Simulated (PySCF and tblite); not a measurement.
The numbers below are computed, except where a source is named.
System: C6H6BClO2, numbered as in [OH:1][B:2]([OH:3])[c:4]1[cH:5][cH:6][cH:7][cH:8][c:9]1[Cl:10].

The path came from a restrained scan, a climbing-image band and a saddle search at GFN2-xTB; energies are PBE0/pcSseg-1 + D3(BJ), IEF-PCM cyclohexane//GFN2-xTB, thermal terms GFN2-xTB. Rates follow Eyring's equation with the number of equivalent paths and no tunnelling. Programs: tblite and PySCF.

(1) What barrier does the rotation about the B2–O3 bond (torsion O1–B2–O3–H from 0° to 180°, rising) meet, and how fast is it at 298 K?

## Answers

(1) The electronic barrier is 10.3 kcal/mol and ΔG‡(298 K) 9.1 kcal/mol, over a C1 saddle with an imaginary mode of 612i cm⁻¹ (GFN2-xTB). With 2 equivalent paths, k is 2.6×10⁶ s⁻¹, a mean lifetime of the start of 380 ns against this motion. The end lies 3.4 kcal/mol above the start in free energy.
